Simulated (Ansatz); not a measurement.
Input file for Ansatz (a quantum-chemistry and plane-wave program): R-CCSD(T)/def2-SVPD on H4IP (a complex), monomers drawn apart or pushed together. Elements past Kr take the def2 small-core potentials; no spin–orbit coupling. The run froze 14 orbitals, filled d shells among them.

Ansatz 0.2 input:
```yaml
crystal:
  periodic: [false, false, false]
  atoms:
    - {symbol: P, position_ang: [-0.49586256, -0.55325308, 0.41387255]}
    - {symbol: H, position_ang: [-1.84810845, -0.66957907, 0.01012929]}
    - {symbol: H, position_ang: [-0.16150490, 0.39960014, -0.57888956]}
    - {symbol: H, position_ang: [-0.05445446, -1.66632094, -0.34205956]}
    - {symbol: I, position_ang: [0.48678147, -0.05975234, 4.21109140]}
    - {symbol: H, position_ang: [0.08594358, -0.26410411, 2.64370556]}
basis:
  gaussian:
    orbitals: def2-SVPD
magnetization: {spin_polarized: false}
correlation: {method: ccsd_t, electrons: outside_noble_gas}
scf: {lower_state_search: off}
```

Output:

```
Functional definition: HF
[...]
these checks for a lower state are left out or cut short: stability, starts, cluster_reference, orbital_swaps, neighbouring_geometries, increment
integrals: 0.11 GiB planned
976 factors; integrals over basis functions are off by at most 1.1e-3 eV
mean field: 0.23 GiB planned
mean field evaluation 1: about -17403.3798 eV, gradient 1.2e1 eV
mean field evaluation 2: about -17403.4006 eV, gradient 1.3e1 eV
mean field evaluation 4: about -17404.2868 eV, gradient 1.6e0 eV
mean field evaluation 8: about -17404.3038 eV, gradient 6.8e-2 eV
mean field -17404.30384853 eV, -639.5963693727 hartree, gradient 2.5e-6 eV, S^2 0.000000; 0 other end points of the search recorded, 0 dependent functions left out
14 core orbitals not correlated
reference -17404.30384853 eV, -639.5963693727 hartree; 8, 8 occupied and 69, 69 virtual orbitals, 976 factors
second order -7.15366271 eV of doubles, -0.00000000 eV of singles
coupled cluster: 0.24 GiB planned
cycle   1  -8.00505450 eV  change   -8.5e-1 eV  update   7.2e-2
cycle   2  -8.29217209 eV  change   -2.9e-1 eV  update   2.4e-2
cycle   3  -8.31451203 eV  change   -2.2e-2 eV  update   6.5e-3
cycle   4  -8.31302805 eV  change    1.5e-3 eV  update   2.1e-3
cycle   5  -8.31239251 eV  change    6.4e-4 eV  update   6.1e-4
cycle   6  -8.31235704 eV  change    3.5e-5 eV  update   2.1e-4
cycle   7  -8.31239222 eV  change   -3.5e-5 eV  update   6.9e-5
cycle   8  -8.31240543 eV  change   -1.3e-5 eV  update   2.4e-5
cycle   9  -8.31240433 eV  change    1.1e-6 eV  update   8.3e-6
perturbative correction -0.23123969 eV, -0.0084979020 hartree
Total energy: -17412.84749255 eV, -639.9103424993 hartree
Checks for a lower state left out: stability, starts, cluster_reference, orbital_swaps, neighbouring_geometries, increment
```

Self-consistency was reached.

Cost: very roughly 3 core-seconds.
